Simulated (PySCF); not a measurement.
Which element holds H most strongly?

PBE0 in PySCF with def2-TZVPP on every atom (core potentials on Mo, Ru), for the lowest determinant that a PBE0 search found; no spin–orbit coupling. D0 is De less the harmonic zero-point energy.

| M | state (unpaired electrons) | Re (Å) | ωe (cm⁻¹) | D0(MH) (eV) |
| --- | --- | --- | --- | --- |
| Ge | doublet (π ↑) | 1.602 | 1899 | 2.76 |
| Si | doublet (π ↑) | 1.532 | 2023 | 2.97 |
| Mo | sextet (σ ↑, π ↑↑, δ ↑↑) | 1.714 | 1773 | 2.27 |
| C | doublet (π ↑) | 1.125 | 2845 | 3.41 |
| Ru | quartet (σ ↑, δ ↑↑) | 1.577 | 1988 | 2.49 |
| As | triplet (π ↑↑) | 1.531 | 2172 | 2.77 |
| B | singlet (closed shell) | 1.241 | 2330 | 3.35 |

Problem. Order the elements by D0 and give the energy of MoH + As → AsH + Mo.

Solution. C > B > Si > As > Ge > Ru > Mo; ΔE = 2.27 − 2.77 = -0.50 eV at PBE0/def2-TZVPP. Close neighbours can swap at other levels.

The metal atom is held in its measured ground configuration; semilocal functionals can put another filling of s and d lower by some tenths of an eV, and De to that atom would be smaller. Spin–orbit coupling is left out, which matters for elements this heavy, above all for dissociation energies. States were picked by a PBE0 search and need not be the measured ground states. The state is the lowest single determinant that the PBE0 search found; with open d or f shells the true ground state can be another one.
